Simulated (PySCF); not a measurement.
## Rb: electron affinity

Rb⁻ [Kr] 5s2 (1S) → Rb [Kr] 5s1 (2S), as a difference of total energies. Computed with PySCF 2.14 in def2-TZVPPD with the def2 core potential (28 electrons) (6s4p3d1f, 40 functions), with scalar relativity through the core potential. Correlated levels: valence and next inner shell: nothing frozen outside the core potential. The calculations carry no spin-orbit coupling.

| method | electron affinity (eV) |
| --- | --- |
| UHF | -0.160 |
| MP2 (valence and next inner shell) | 0.271 |
| SCS-MP2 (valence and next inner shell) | 0.329 |
| CCSD (valence and next inner shell) | 0.403 |
| CCSD(T) (valence and next inner shell) | 0.430 |

Errors of the correlated levels include the incompleteness of this basis.

A negative affinity means that the anion lies above the atom at that level of theory.

For comparison: 0.486 eV (measured; photodetachment measurements, as compiled on the Wikipedia data page of electron affinities).
